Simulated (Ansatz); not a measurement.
CH8BGaSi, SMILES `C[B]([SiH3])[GaH2]`, relaxed with RKS PBE0-D4/def2-TZVP in Ansatz 0.2.0 from a GFN2-xTB geometry. The force threshold is 0.005 eV/Å; the program also tests the step.

Charge 0, multiplicity 1.

Start:

```xyz
12

C    -1.101   -0.144   -1.165
B    -0.034   -0.059   -0.022
Si    1.901    0.027   -0.343
Ga   -0.976    0.068    1.875
H    -0.789   -0.608   -2.100
H    -2.042   -0.607   -0.844
H    -1.363    0.893   -1.410
H     2.725   -0.138    0.868
H     2.289    1.330   -0.916
H     2.390   -0.984   -1.296
H    -2.586   -0.116    1.990
H    -0.413    0.338    3.363
```

Q: By how much does the energy fall, and how many steps does the optimiser take? (Estimate.)

A: Ansatz gave: 33.62 kJ/mol, in 25 steps, 4 of them rejected.

Q: Which bonds change most? (Estimate.)

A: The calculation gave: B2–Si3 from 1.963 to 2.024 Å; B2–Ga4 from 2.122 to 2.074 Å; Ga4–H11 from 1.625 to 1.578 Å; Ga4–H12 from 1.615 to 1.577 Å.

Q: Give the relaxed structure. (An estimate is asked.)

A: Ansatz gave: 
```xyz
12

C    -1.116    0.005   -1.308
B    -0.236   -0.068   -0.021
Si    1.774   -0.184   -0.228
Ga   -0.959    0.107    1.915
H    -0.709   -0.510   -2.183
H    -2.172   -0.249   -1.193
H    -1.092    1.081   -1.560
H     2.471   -0.713    0.979
H     2.263    1.214   -0.432
H     2.208   -0.995   -1.403
H    -1.345   -1.170    2.759
H    -1.087    1.483    2.674
```
